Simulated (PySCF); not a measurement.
Correlation energy of Mn⁺ (manganese, charge +1)

[Ar] 3d5 4s1, high-spin 7S determinant. Calculation: PySCF 2.14, in cc-pVDZ-DK (6s5p3d1f, 43 functions); the spin-free X2C one-electron Hamiltonian (Gaussian nucleus). Frozen: [Ar]; 6 electrons correlated.

MP2 pair energies summed by pair of shells (mhartree):

```csv
pair,energy,share (%)
3d-3d,-56.84,83.1
3d-4s,-11.55,16.9
```

Total MP2 correlation energy: -68.39 mhartree.

Same-spin part -68.39 and opposite-spin part 0.00 mhartree; SCS-MP2 scales them by 1/3 and 6/5 to -22.80 mhartree.
